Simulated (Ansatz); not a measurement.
## Which isomer of C2H8GaSi gives these data?

These gas-phase data were calculated for one isomer of C2H8GaSi at PBE0-D3(BJ)/pcseg-1 (harmonic, unscaled wavenumbers; equilibrium rotational constants with average atomic masses):

| Property | Result |
| --- | --- |
| rotational constants | 6.375, 1.789, 1.496 GHz |
| all wavenumbers above 1500 cm⁻¹ | 3185, 3147, 3146, 3061, 3048, 2236, 2225, 2224 |

Candidates:

(1) `[CH3][Ga][CH2][SiH3]`, a doublet
(2) `C[SiH2][Ga][CH3]`, a doublet
(3) `C[SiH2][CH2][GaH]`, a doublet

Q: Which structure fits?

A: Candidate (1). No mode falls between 1700 and 2150 cm⁻¹, where the Ga–H stretch of (3) would stand. 3 modes lie between 2000 and 2380 cm⁻¹, one for each Si–H bond, while (2) has 2.

The same quantities for all candidates:

```tsv
	rotational constants (GHz)	wavenumbers above 1500 cm⁻¹	E above the lowest, PBE0-D3(BJ)/pcseg-1 (kcal/mol)
(1)	6.375, 1.789, 1.496	3185, 3147, 3146, 3061, 3048, 2236, 2225, 2224	7.7
(2)	6.219, 1.744, 1.408	3177, 3170, 3161, 3139, 3061, 3044, 2207, 2202	0.0
(3)	6.807, 1.605, 1.401	3163, 3149, 3143, 3060, 3055, 2231, 2211, 1818	5.7
```

Harmonic stretches to hydrogen usually lie a few per cent above observed fundamentals. Each candidate is one conformer. Open shells are spin-unrestricted. Programs: Ansatz 0.2.0.
